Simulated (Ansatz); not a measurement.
`[NH2][Al]([F])[SiH3]` + `CCOC` → `C[CH2][Al]([F])[SiH3]` + `CON`  (formal exchange of groups at the Al–N bond)

Gas-phase electronic energies from Ansatz, PBE0-D4/def2-TZVP geometries. CBS: MP2 limit from def2 TZ/QZ plus the TZ coupled-cluster correction, frozen cores. This one scheme is used for every species. DFT in def2-TZVPP. One conformer a species, not always the lowest.

`[NH2][Al]([F])[SiH3]`:

```xyz
9

N     0.055    0.407    1.984
Al    0.708    0.425    0.351
F     2.187    1.135    0.139
Si   -0.461   -0.533   -1.561
H    -0.834    0.003    2.233
H     0.507    0.793    2.797
H    -0.762    0.507   -2.584
H     0.353   -1.592   -2.218
H    -1.753   -1.145   -1.141
```

`CCOC`:

```xyz
12

C    -0.912    1.543   -0.097
C     0.109    0.452   -0.290
O    -0.257   -0.657    0.491
C     0.644   -1.719    0.366
H    -0.960    1.842    0.952
H    -1.903    1.200   -0.401
H    -0.650    2.419   -0.694
H     1.111    0.802    0.004
H     0.168    0.160   -1.350
H     0.289   -2.533    0.999
H     0.706   -2.078   -0.671
H     1.655   -1.432    0.690
```

`C[CH2][Al]([F])[SiH3]`:

```xyz
13

C    -1.832   -0.288   -0.006
C    -1.100    0.834   -0.742
Al    0.840    0.824   -0.527
F     1.715    2.005   -1.291
Si    2.111   -0.788    0.821
H    -1.652   -0.253    1.072
H    -1.509   -1.276   -0.346
H    -2.914   -0.236   -0.152
H    -1.468    1.814   -0.415
H    -1.320    0.799   -1.817
H     1.542   -2.161    0.694
H     3.550   -0.851    0.443
H     2.038   -0.423    2.266
```

`CON`:

```xyz
8

C     0.814    0.477    0.400
O    -0.118    0.324   -0.642
N    -1.010   -0.723   -0.303
H     1.401   -0.435    0.551
H     0.322    0.741    1.342
H     1.476    1.290    0.094
H    -1.934   -0.300   -0.360
H    -0.950   -1.373   -1.082
```

```
        level  ΔE (kcal/mol)
       PBE-D4           57.8
HF/def2-QZVPP           67.5
```

**Question.** What does CCSD(T)/CBS give? (An estimate is asked.)

**Answer.** Computed: +63.3 kcal/mol. The listed levels differ from it by -5.5, 4.2 kcal/mol.

Largest T1 diagnostic among the species: 0.013.

From PBE to PBE0 (25 % exact exchange), in def2-TZVPP and without D4, ΔE moves by +2.4 kcal/mol. In def2-TZVPP, CCSD(T) changes the Hartree–Fock value by −4.4 kcal/mol (the triples alone add −0.8 kcal/mol) and MP2 by −1.8 kcal/mol.
